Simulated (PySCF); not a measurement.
PySCF 2.14 output of an unrestricted r2SCAN calculation on a single atom or ion in aug-cc-pwCVDZ-PP with ECP10MDF (6s5p4d1f, 48 functions), with scalar relativity through the core potential:

```
SCF conv_tol = 1e-09
number electrons alpha = 13  beta = 10
    J. W. Furness, A. D. Kaplan, J. Ning, J. P. Perdew, and J. Sun.,  J. Phys. Chem. Lett. 11, 8208-8215 (2020)
    J. W. Furness, A. D. Kaplan, J. Ning, J. P. Perdew, and J. Sun.,  J. Phys. Chem. Lett. 11, 9248-9248 (2020)
    J. W. Furness, A. D. Kaplan, J. Ning, J. P. Perdew, and J. Sun.,  J. Phys. Chem. Lett. 11, 8208-8215 (2020)
    J. W. Furness, A. D. Kaplan, J. Ning, J. P. Perdew, and J. Sun.,  J. Phys. Chem. Lett. 11, 9248-9248 (2020)
cycle= 1 E= -294.458043120532  delta_E= -0.00897  |g|= 0.11  |ddm|= 1.21
cycle= 2 E= -294.457419469185  delta_E= 0.000624  |g|= 0.132  |ddm|= 0.346
cycle= 3 E= -294.459648567832  delta_E= -0.00223  |g|= 0.00769  |ddm|= 0.218
cycle= 4 E= -294.45968796903  delta_E= -3.94e-05  |g|= 0.000521  |ddm|= 0.0263
cycle= 5 E= -294.459688394023  delta_E= -4.25e-07  |g|= 8.15e-05  |ddm|= 0.00409
cycle= 6 E= -294.45968840826  delta_E= -1.42e-08  |g|= 1.24e-05  |ddm|= 0.000881
cycle= 7 E= -294.459688408668  delta_E= -4.08e-10  |g|= 6.17e-07  |ddm|= 0.0002
converged SCF energy = -294.459688408668  <S^2> = 3.7516336  2S+1 = 4.0008167
```

The run itself started from symmetry-adapted Hartree-Fock orbitals and held the occupation by maximum overlap, on a logarithmic radial grid, so the iterations belong to that start.

Problem. Which element, charge and spin multiplicity is this?

Solution. Ge⁻ (germanium, charge -1), multiplicity 4; the state was [Ar] 3d10 4s2 4p3, high-spin 4S determinant.

Energies and moments cover only the electrons outside the core potential. At r2SCAN the highest occupied level has a positive energy, so only the finite basis holds that electron; in a semilocal or global hybrid functional this comes from self-interaction and does not mean that the real anion is unbound.
